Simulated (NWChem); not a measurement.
# AlSiH5O2; SMILES [OH][Al]([OH])[SiH3]

```xyz
9

Al    -0.0004     0.5556     0.0060
O     -1.5202     1.3591    -0.0010
H     -1.6697     2.3167    -0.0169
O      1.5241     1.3498    -0.0010
H      1.6811     2.3061    -0.0175
Si    -0.0025    -1.8750     0.0002
H      1.1479    -2.4288     0.8008
H      0.1311    -2.4089    -1.4049
H     -1.2812    -2.4283     0.5736
```
Atoms are numbered in this order, from 1.

Program: NWChem. Medium grid unless said otherwise, to which SCAN and Minnesota functionals are sensitive. All runs use the structure optimised with PBE-D3(BJ)/def2-SVP.

For level M06-2X/def2-SVP:

| Property | Result |
|---|---|
| highest occupied level (eV) | -9.01 |
| orbital gap (eV) | 9.17 |

**Question.** What are these values for level B3PW91/def2-SVP?

**Answer.** 
| Item | Result |
|---|---|
| highest occupied level (eV) | -7.83 |
| orbital gap (eV) | 7.14 |
